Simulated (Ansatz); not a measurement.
Consider the redistribution: `F[SiH2][SiH2]S` + `O[SiH2][Si](F)(Cl)Cl` → `O[SiH](F)[SiH2]S` + `F[Si]([SiH3])(Cl)Cl`.

Gas-phase electronic energies from Ansatz, PBE0-D4/def2-TZVP geometries. CCSD(T)/CBS adds triple-zeta CCSD(T) − MP2 to the extrapolated MP2 energy (def2 sets, frozen cores). Functionals use def2-TZVPP. B3LYP here is the variant with VWN-RPA as its local correlation; programs differ in this. Each species was taken in one conformer, which may not be the lowest.

```tsv
level	ΔE (kJ/mol)	difference from CCSD(T)/CBS
PBE-D4	-41.0	-3.5
r2SCAN-D4	-41.0	-3.5
PBE0-D4	-39.2	-1.7
B3LYP-D4	-36.7	0.8
ωB97X-V	-37.2	0.3
ωB97M-V	-39.4	-1.9
B2PLYP	-36.1	1.4
PBE	-39.8	-2.3
r2SCAN	-40.8	-3.3
PBE0	-38.3	-0.8
B3LYP	-34.8	2.7
HF/def2-TZVPP	-28.4	9.1
MP2/def2-TZVPP	-37.6	-0.1
SCS-MP2/def2-TZVPP	-34.7	2.8
CCSD/def2-TZVPP	-36.1	1.4
CCSD(T)/def2-TZVPP	-38.1	-0.6
HF/def2-QZVPP	-28.0	9.5
MP2/def2-QZVPP	-37.2	0.3
SCS-MP2/def2-QZVPP	-34.3	3.2
HF/CBS(def2)	-27.9	9.6
MP2/CBS(def2)	-37.1	0.4
CCSD/CBS(def2)	-35.6	1.9
CCSD(T)/CBS	-37.5	0
```

Largest T1 diagnostic among the species: 0.013.

In def2-TZVPP, CCSD(T) changes the Hartree–Fock value by −9.7 kJ/mol (the triples alone add −1.9 kJ/mol) and MP2 by −9.2 kJ/mol.
